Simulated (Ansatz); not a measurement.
Species: C3H8B (charge 0, doublet). It need not be the lowest isomer of its formula. 
Geometry from a B3LYP-D3(BJ)/def2-TZVP (Ansatz, a first-principles code) optimisation:
SMILES: [CH2]B(C)C
```xyz
12

B      0.0628    -0.0113     0.0034
C      1.5752    -0.2837     0.0843
C     -0.4662     1.4649    -0.1254
C     -0.9570    -1.2086     0.0493
H      1.9928    -1.2796     0.2047
H      2.3232     0.5023     0.0263
H      0.2661     2.1771    -0.5114
H     -0.7391     1.8108     0.8819
H     -1.3818     1.5404    -0.7183
H     -1.8977    -0.9498     0.5428
H     -1.2275    -1.4567    -0.9872
H     -0.5623    -2.1238     0.4956
```
Charge 0, spin multiplicity 2.

Quantity: atomisation energy (electronic, to ground-state atoms), in kJ/mol. Cores are frozen in the correlated levels unless marked. Open shells are spin-unrestricted. Spin-orbit coupling is left out. No relativistic terms. The coupled-cluster limit lacks core correlation, which all-electron functionals hold. Basis-set limits of correlation are two-point, X^-3; Hartree-Fock from the larger set. [CCSD(T)-MP2]/basis is that difference in the basis named.

```json
[
 {"level": "PBE-QIDH/def2-TZVPD", "program": "Ansatz", "atomisation energy (kJ/mol)": "4588.2", "minus last row": "-2.6"},
 {"level": "SCS-MP2/STO-3G", "program": "Ansatz", "atomisation energy (kJ/mol)": "4940.4", "minus last row": "349.6"},
 {"level": "SCS-MP2/cc-pVTZ", "program": "Ansatz", "atomisation energy (kJ/mol)": "4523.1", "minus last row": "-67.7"},
 {"level": "CCSD/STO-3G", "program": "Ansatz", "atomisation energy (kJ/mol)": "4939.6", "minus last row": "348.8"},
 {"level": "CCSD(T)/aug-cc-pVDZ", "program": "Ansatz", "atomisation energy (kJ/mol)": "4317.6", "minus last row": "-273.2"},
 {"level": "CCSD(T)/cc-pVTZ", "program": "Ansatz", "atomisation energy (kJ/mol)": "4498.7", "minus last row": "-92.1"},
 {"level": "RI-MP2/CBS(cc-pVTZ,cc-pVQZ)+[CCSD(T)-MP2]/cc-pVTZ", "program": "Ansatz", "atomisation energy (kJ/mol)": "4590.8", "minus last row": "0.0"}
]
```
